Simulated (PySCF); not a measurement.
## TlSn and its ions

r²SCAN; basis Tl def2-SVP with ECP60, Sn def2-SVP with ECP28; scalar-relativistic core potentials; PySCF 2.14. Neutral (UKS): quartet (σ ↑, π ↑↑), Re = 2.906 Å, ωe = 124 cm⁻¹, De = 2.07 eV, HOMO -4.47 eV, LUMO -2.86 eV.

TlSn⁺ (UKS): triplet (σ ↑, π ↑), Re = 3.345 Å, ωe = 70.2 cm⁻¹. The energies at the minima are -386.97682 hartree for TlSn and -386.73173 for TlSn⁺.

**Question.** Work out the adiabatic ionisation energy, without and with harmonic zero-point energies (1 hartree = 27.2114 eV, 1 eV = 8065.5 cm⁻¹), and the change of the bond length.

**Answer.** At r²SCAN: 0.24509 hartree = 6.669 eV between the minima; the zero-point term (70.2 − 124.0)/2 cm⁻¹ = -0.003 eV makes it 6.666 eV. Re changes by +43.9 pm against the neutral. The electron leaves a π orbital, and the ion is left as a loose complex of an ion and an atom.

Spin–orbit coupling is left out, which matters for elements this heavy, above all for dissociation energies. States were picked by a PBE0 search and need not be the measured ground states.
